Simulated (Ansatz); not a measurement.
Basis-set series for H8SSi3 (`[SiH3][SiH2]S[SiH3]`). Total charge 0; spin multiplicity 1. Geometry: relaxed with PBE0-D4/def2-TZVP. It is one conformer, not always the lowest.

Cartesian coordinates in Å:
```
Si -0.1599 -2.0893 -0.5206
Si -1.1613 -0.2454 0.5127
S -0.9439 1.5003 -0.7197
Si 0.9834 2.0784 -0.0030
H 1.2764 -1.8053 -0.7781
H -0.2670 -3.2996 0.3399
H -0.8427 -2.3524 -1.8149
H -0.5517 0.0172 1.8468
H -2.6208 -0.4636 0.6901
H 1.9077 0.9149 0.0068
H 0.8935 2.6274 1.3731
H 1.4865 3.1176 -0.9331
```

```json
{"functional": "PBE0-D4", "basis": "def2-SVP", "functions": "112", "energy (Eh)": "-1270.60978", "HOMO (eV)": "-7.24", "LUMO (eV)": "-0.33"}
{"functional": "PBE0-D4", "basis": "def2-TZVPP", "functions": "280", "energy (Eh)": "-1271.05741", "HOMO (eV)": "-7.28", "LUMO (eV)": "-0.53"}
{"functional": "ωB97M-V", "basis": "def2-SVP", "functions": "112", "energy (Eh)": "-1270.99677", "HOMO (eV)": "-9.26", "LUMO (eV)": "1.58"}
{"functional": "ωB97M-V", "basis": "def2-TZVPP", "functions": "280", "energy (Eh)": "-1271.44746", "HOMO (eV)": "-9.35", "LUMO (eV)": "1.22"}
```

Q: Give the rows for def2-QZVPP. (Estimate.)

A: Ansatz gave: 
```
functional       basis  functions  energy (Eh)  HOMO (eV)  LUMO (eV)
   PBE0-D4  def2-QZVPP        520  -1271.09901      -7.29      -0.63
   ωB97M-V  def2-QZVPP        520  -1271.48657      -9.37       0.99
```

Positive LUMOs are unbound and depend on the basis.
